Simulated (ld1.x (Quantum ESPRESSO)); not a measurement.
**Ranking TM potentials for titanium (Ti)**

All share these settings but for the change named:

ld1.x (Quantum ESPRESSO) 7.5 input, shortened:

```
&input
   title='Ti', zed=22., rel=1, dft='PBE', iswitch=3,
   config='[Ar] 3d2 4s2 4p0'
 /
 &inputp
   pseudotype=2, tm=.true., lloc=0,
   nlcc=.false.
 /
3
3P  2  1   6.00   0.00  1.70  1.70  0.0
3D  3  2   2.00   0.00  1.10  1.10  0.0
3S  1  0   2.00   0.00  1.35  1.35  0.0
 &test
   configts(1)='3s2 3p6 3d2 4s2 4p0'
 /
```

Occupied shells without a wave of their own: 4s. They enter only through the test configuration that unscreens the potential.

Test errors are all-electron minus pseudo excitation energies from the reference, over 3s2 3p6 3d2 4s1 4p0; 3s2 3p6 3d2 4s0 4p0; 3s2 3p6 3d1 4s0 4p0; 3s1 3p6 3d2 4s2 4p0; 3s2 3p6 3d0 4s0 4p0; 3s2 3p6 3d3 4s0 4p0; 3s2 3p6 3d2 4s1 4p1. None of these files shows a bound ghost.

The base gives 1767.3 meV.

Of 7 variants that were run, those that failed, showed a ghost or another fault, or gave nearly equal values are left out.

Problem. Rank these variants by their largest absolute test error, smallest first.
A. wave 3s (bound): rc 1.35 bohr becomes 3s (bound): rc 1.30 bohr
B. wave 3s (bound): rc 1.35 bohr becomes 3s (bound): rc 0.88 bohr
C. wave 3s (bound): rc 1.35 bohr becomes 3s (bound): rc 1.12 bohr

Solution. B (170.1 meV), C (451.3 meV), A (1281.8 meV).
